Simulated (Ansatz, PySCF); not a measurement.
Noncovalent pair: SiH4 (SMILES [SiH4]) (first 5 atoms) with CH3NO (SMILES NC=O); geometry from B3LYP-D3(BJ)/def2-TZVP, rigid monomers moved along the line of their centres of mass till Si1···O8 is 3.56 Å.
(charge 0, multiplicity 1):
```xyz
11

Si    -0.014     0.000     0.162
H      0.615     1.041     1.013
H      0.239     0.390    -1.249
H     -1.470    -0.037     0.394
H      0.621    -1.309     0.413
N      0.848     0.524     4.492
C     -0.033    -0.503     4.514
O     -0.587    -0.963     3.538
H      1.071     0.965     3.614
H      1.268     0.866     5.338
H     -0.203    -0.897     5.531
```

Interaction energies are E(AB) − E(A) − E(B) at the monomers' geometry in the complex; basis-set methods are counterpoise corrected. Rows marked so take none.

Rows in 3-21G, 6-31G*, STO-3G carry no dispersion term and start afresh at each structure (6-31G* with six Cartesian d functions).

Run with Ansatz (Gaussian orbitals); PySCF for 3-21G rows, 6-31G* rows, STO-3G rows. 

**Question.** One of these levels gives -19.2 kJ/mol for the interaction energy. Which one is it?
A) HF/3-21G (no counterpoise)
B) HF/STO-3G (no counterpoise)
C) PBE0/def2-TZVPPD
D) B3LYP/6-31G* (no counterpoise)

**Answer.** A, HF/3-21G (no counterpoise). The others give -2.6 (HF/STO-3G (no counterpoise)), -10.8 (B3LYP/6-31G* (no counterpoise)), -5.9 (PBE0/def2-TZVPPD)

Ansatz is a quantum-chemistry and plane-wave program.
